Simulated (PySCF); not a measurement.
H$_{4}$Si$_{2}$, triplet, geometry from GFN2-xTB (the spin is typed, not shown lowest); DF-BLYP/6-31G in PySCF.

PySCF was given this input:
```python
from pyscf import gto, scf, dft

mol = gto.Mole()
mol.atom = '''
    Si    0.019218    1.021777    0.667479
    H    -0.430067    2.365032    0.260113
    Si    0.007021   -0.894166   -0.519574
    H     0.818949   -0.881450   -1.749103
    H    -1.320976   -1.357508   -0.958741
    H     0.564757   -1.912624    0.377064
'''
mol.basis = '6-31g'
mol.charge = 0
mol.spin = 2
mol.verbose = 4
mol.build()

mf = dft.UKS(mol)
mf.xc = 'blyp'
mf = mf.density_fit(auxbasis='def2-universal-jkfit')
mf.kernel()
mf.analyze()
```

Output, abridged:

```
PySCF version 2.14.0

[INPUT] verbose = 4
[INPUT] num. atoms = 6
[INPUT] num. electrons = 32
[INPUT] charge = 0
[INPUT] spin (= nelec alpha-beta = 2S) = 2
[INPUT] symmetry False subgroup None
[INPUT] Mole.unit = angstrom
[INPUT] Symbol           X                Y                Z      unit          X                Y                Z       unit  Magmom
[INPUT]  1 Si     0.019218000000   1.021777000000   0.667479000000 AA    0.036316756662   1.930878690380   1.261352503899 Bohr   0.0
[INPUT]  2 H     -0.430067000000   2.365032000000   0.260113000000 AA   -0.812708845213   4.469262755832   0.491542331439 Bohr   0.0
[INPUT]  3 Si     0.007021000000  -0.894166000000  -0.519574000000 AA    0.013267767121  -1.689728849898  -0.981852561445 Bohr   0.0
[INPUT]  4 H      0.818949000000  -0.881450000000  -1.749103000000 AA    1.547589319986  -1.665699092498  -3.305325633655 Bohr   0.0
[INPUT]  5 H     -1.320976000000  -1.357508000000  -0.958741000000 AA   -2.496282857123  -2.565318331906  -1.811757914392 Bohr   0.0
[INPUT]  6 H      0.564757000000  -1.912624000000   0.377064000000 AA    1.067236056931  -3.614335539270   0.712547691433 Bohr   0.0

nuclear repulsion = 76.5306041150698
number of shells = 22
number of NR pGTOs = 108
number of NR cGTOs = 34
basis = 6-31g
ecp = {}

******** <class 'pyscf.df.df_jk.DFUKS'> ********
method = DFUKS
initial guess = minao
damping factor = 0
level_shift factor = 0
DIIS = <class 'pyscf.scf.diis.CDIIS'>
diis_start_cycle = 1
diis_space = 8
diis_damp = 0
SCF conv_tol = 1e-09
SCF conv_tol_grad = None
SCF max_cycles = 50
direct_scf = False
number electrons alpha = 17  beta = 15
XC library pyscf.dft.libxc version 7.1.2
    S. Lehtola, C. Steigemann, M. J. T. Oliveira, and M. A. L. Marques,  SoftwareX 7, 1–5 (2018)
XC functionals = blyp
    A. D. Becke,  Phys. Rev. A 38, 3098 (1988)
    C. Lee, W. Yang, and R. G. Parr,  Phys. Rev. B 37, 785 (1988)
    B. Miehlich, A. Savin, H. Stoll, and H. Preuss,  Chem. Phys. Lett. 157, 200 (1989)
radial grids:
    Treutler-Ahlrichs [JCP 102, 346 (1995); DOI:10.1063/1.469408] (M4) radial grids

becke partition: Becke, JCP 88, 2547 (1988); DOI:10.1063/1.454033
pruning grids: <function nwchem_prune>
grids dens level: 3
symmetrized grids: False
atomic radii adjust function: <function treutler_atomic_radii_adjust>
small_rho_cutoff = 0
Set gradient conv threshold to 3.16228e-05
tot grids = 77592
init E= -581.134130903485

cycle= 1 E= -581.179552597009  delta_E= -0.0454  |g|= 0.0809  |ddm|= 1.59
cycle= 2 E= -581.182153999307  delta_E= -0.0026  |g|= 0.0588  |ddm|= 0.292
cycle= 3 E= -581.185527860848  delta_E= -0.00337  |g|= 0.0128  |ddm|= 0.151
cycle= 4 E= -581.185713255231  delta_E= -0.000185  |g|= 0.00256  |ddm|= 0.0373
cycle= 5 E= -581.185719744311  delta_E= -6.49e-06  |g|= 0.00104  |ddm|= 0.00686
cycle= 6 E= -581.185720854857  delta_E= -1.11e-06  |g|= 0.000282  |ddm|= 0.00288
cycle= 7 E= -581.18572094258  delta_E= -8.77e-08  |g|= 0.000105  |ddm|= 0.000997
cycle= 8 E= -581.18572095642  delta_E= -1.38e-08  |g|= 2.02e-05  |ddm|= 0.000351
cycle= 9 E= -581.18572095695  delta_E= -5.3e-10  |g|= 1.94e-06  |ddm|= 5.58e-05
Extra cycle  E= -581.185720956955  delta_E= -4.55e-12  |g|= 9.41e-07  |ddm|= 7.34e-06
converged SCF energy = -581.185720956955  <S^2> = 2.0021013  2S+1 = 3.0014006
**** SCF Summaries ****
Total Energy =                        -581.185720956954583
Nuclear Repulsion Energy =              76.530604115069821
One-electron Energy =                 -956.435174613611935
Two-electron Energy =                  298.718849541587474
Two-electron Coulomb Energy =          341.959982164913242
DFT Exchange-Correlation Energy =      -43.241132623325782
**** MO energy ****
                             alpha | beta                alpha | beta
MO #1   energy= -65.4797208176328  | -65.4766034901864  occ= 1 | 1
MO #2   energy= -65.4768044206216  | -65.4745212864876  occ= 1 | 1
MO #3   energy= -5.07035411281681  | -5.07013667313755  occ= 1 | 1
MO #4   energy= -5.06820055501742  | -5.06247278997811  occ= 1 | 1
MO #5   energy= -3.48923088946975  | -3.48851123210585  occ= 1 | 1
MO #6   energy= -3.48859400979169  | -3.48743562744425  occ= 1 | 1
MO #7   energy= -3.48757697750221  | -3.48742472604397  occ= 1 | 1
MO #8   energy= -3.48746936487442  | -3.48140718063282  occ= 1 | 1
MO #9   energy= -3.48724495429633  | -3.48036940873256  occ= 1 | 1
MO #10  energy= -3.48509001218052  | -3.47773225946292  occ= 1 | 1
MO #11  energy= -0.524125490324794 | -0.513068574942025 occ= 1 | 1
MO #12  energy= -0.444163577021324 | -0.418666843762127 occ= 1 | 1
MO #13  energy= -0.329089536395473 | -0.323689555946453 occ= 1 | 1
MO #14  energy= -0.319562808895202 | -0.313193215231762 occ= 1 | 1
MO #15  energy= -0.301446735123444 | -0.290274528784054 occ= 1 | 1
MO #16  energy= -0.200828074860096 | -0.143322209458082 occ= 1 | 0
MO #17  energy= -0.162778371345758 | -0.106197144029694 occ= 1 | 0
MO #18  energy= -0.0106741972847454 | 0.00436204045048572 occ= 0 | 0
MO #19  energy= 0.0246294623298658 | 0.0357375350806942 occ= 0 | 0
MO #20  energy= 0.0539772713866733 | 0.0631701626372705 occ= 0 | 0
MO #21  energy= 0.0880446522353184 | 0.0924374687879127 occ= 0 | 0
MO #22  energy= 0.107756763235069  | 0.123122382681725  occ= 0 | 0
MO #23  energy= 0.143883505432739  | 0.154097781189744  occ= 0 | 0
MO #24  energy= 0.186124787575181  | 0.195493843303257  occ= 0 | 0
MO #25  energy= 0.190945115532804  | 0.199217479707265  occ= 0 | 0

To work with the spin densities directly, `use mulliken_meta_spin()` only printing them here.

 ** Mulliken spin pop alpha/beta on meta-lowdin orthogonal AOs **
 ** Mulliken Spin Density (per AO)  **
spin_pop of  0 Si 1s        0.00000
spin_pop of  0 Si 2s       -0.00000
spin_pop of  0 Si 3s        0.19505
spin_pop of  0 Si 4s        0.00277
spin_pop of  0 Si 2px       0.00004
spin_pop of  0 Si 2py      -0.00000
spin_pop of  0 Si 2pz       0.00003
spin_pop of  0 Si 3px       0.87690
spin_pop of  0 Si 3py       0.06053
spin_pop of  0 Si 3pz       0.71560
spin_pop of  0 Si 4px       0.00121
spin_pop of  0 Si 4py       0.00043
spin_pop of  0 Si 4pz      -0.00038
spin_pop of  1 H 1s        0.01408
spin_pop of  1 H 2s        0.00059
spin_pop of  2 Si 1s        0.00000
spin_pop of  2 Si 2s        0.00000
spin_pop of  2 Si 3s        0.00082
spin_pop of  2 Si 4s        0.00040
spin_pop of  2 Si 2px      -0.00000
spin_pop of  2 Si 2py       0.00000
spin_pop of  2 Si 2pz       0.00000
spin_pop of  2 Si 3px      -0.00657
spin_pop of  2 Si 3py       0.02974
spin_pop of  2 Si 3pz      -0.00467
spin_pop of  2 Si 4px       0.00058
spin_pop of  2 Si 4py       0.00026
spin_pop of  2 Si 4pz       0.00049
spin_pop of  3 H 1s        0.05408
spin_pop of  3 H 2s        0.00078
spin_pop of  4 H 1s        0.05408
spin_pop of  4 H 2s        0.00078
spin_pop of  5 H 1s        0.00230
spin_pop of  5 H 2s        0.00009
 ** Mulliken Spin Density (per atom)  **
spin density of  0 Si =      1.85217
spin density of  1 H =      0.01467
spin density of  2 Si =      0.02106
spin density of  3 H =      0.05486
spin density of  4 H =      0.05486
spin density of  5 H =      0.00239
 ** Mulliken pop alpha/beta on meta-lowdin orthogonal AOs **
 ** Mulliken pop       alpha | beta **
pop of  0 Si 1s        1.00000 | 1.00000
pop of  0 Si 2s        0.99987 | 0.99987
pop of  0 Si 3s        0.77934 | 0.58429
pop of  0 Si 4s        0.00558 | 0.00280
pop of  0 Si 2px       0.99994 | 0.99990
pop of  0 Si 2py       0.99990 | 0.99991
pop of  0 Si 2pz       0.99992 | 0.99989
pop of  0 Si 3px       0.90757 | 0.03067
pop of  0 Si 3py       0.47710 | 0.41657
pop of  0 Si 3pz       0.75257 | 0.03697
pop of  0 Si 4px       0.00203 | 0.00082
pop of  0 Si 4py       0.00798 | 0.00754
pop of  0 Si 4pz       0.00116 | 0.00155
pop of  1 H 1s        0.51271 | 0.49863
pop of  1 H 2s        0.00186 | 0.00127
pop of  2 Si 1s        1.00000 | 1.00000
pop of  2 Si 2s        0.99987 | 0.99987
pop of  2 Si 3s        0.55546 | 0.55464
pop of  2 Si 4s        0.00330 | 0.00289
pop of  2 Si 2px       0.99991 | 0.99991
pop of  2 Si 2py       0.99990 | 0.99990
pop of  2 Si 2pz       0.99991 | 0.99991
pop of  2 Si 3px       0.45255 | 0.45912
pop of  2 Si 3py       0.45844 | 0.42870
pop of  2 Si 3pz       0.44490 | 0.44957
pop of  2 Si 4px       0.00621 | 0.00563
pop of  2 Si 4py       0.00624 | 0.00598
pop of  2 Si 4pz       0.00691 | 0.00642
pop of  3 H 1s        0.54700 | 0.49292
pop of  3 H 2s        0.00245 | 0.00167
pop of  4 H 1s        0.54700 | 0.49292
pop of  4 H 2s        0.00245 | 0.00167
pop of  5 H 1s        0.51817 | 0.51587
pop of  5 H 2s        0.00181 | 0.00173
In total            17.00000 | 15.00000
 ** Mulliken atomic charges   ( Nelec_alpha | Nelec_beta ) **
charge of  0Si =     -0.01374  (     7.93295      6.08078 )
charge of  1H =     -0.01448  (     0.51457      0.49990 )
charge of  2Si =      0.15385  (     6.93360      6.91254 )
charge of  3H =     -0.04403  (     0.54944      0.49459 )
charge of  4H =     -0.04403  (     0.54944      0.49459 )
charge of  5H =     -0.03758  (     0.51998      0.51759 )
Dipole moment(X, Y, Z, Debye): -0.11125, -0.04809, -0.33018
```
